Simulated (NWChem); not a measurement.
Species: C₄H₇B; SMILES C#CB(C)C

```xyz
12

B      0.0000     0.0000     0.4104
C      0.0000     0.0000    -1.1245
C      0.0000     0.0000    -2.3441
H      0.0000     0.0000    -3.4195
C     -0.0257    -1.3736     1.1714
H     -0.3850    -1.2982     2.2087
H      1.0304    -1.7055     1.2265
H     -0.5659    -2.1709     0.6402
C      0.0257     1.3736     1.1714
H      0.3850     1.2982     2.2087
H     -1.0304     1.7055     1.2265
H      0.5659     2.1709     0.6402
```
Atoms are numbered in this order, from 1.

Level: PBE0/def2-SVP (NWChem), optimised geometry, unscaled harmonic frequencies. 

```tsv
frequency (cm⁻¹)	IR intensity (km/mol)
78	0.7
114	1.2
158	1.0
206	5.5
305	0.0
426	1.1
502	8.9
608	0.2
675	44.9
680	5.1
786	25.1
846	2.5
847	0.6
898	47.0
1143	48.4
1173	143.4
1303	56.0
1317	138.1
1412	0.5
1412	0.2
1440	0.9
1443	9.5
2169	61.4
3031	0.6
3032	0.0
3122	9.1
3122	11.1
3172	3.4
3172	15.5
3478	47.1
```

The zero-point energy is 60.1 kcal/mol and the thermal correction to the enthalpy at 298.15 K (with zero-point energy) is 65.2 kcal/mol. The heat capacity Cv comes out as 24.1 cal/(mol K) and the entropy at 298.15 K and 1 atm (symmetry number 2) comes out as 79.8 cal/(mol K). The dipole moment is 0.00 D.

Rigid rotor and harmonic oscillator; modes under 100 cm⁻¹ make the entropy uncertain.
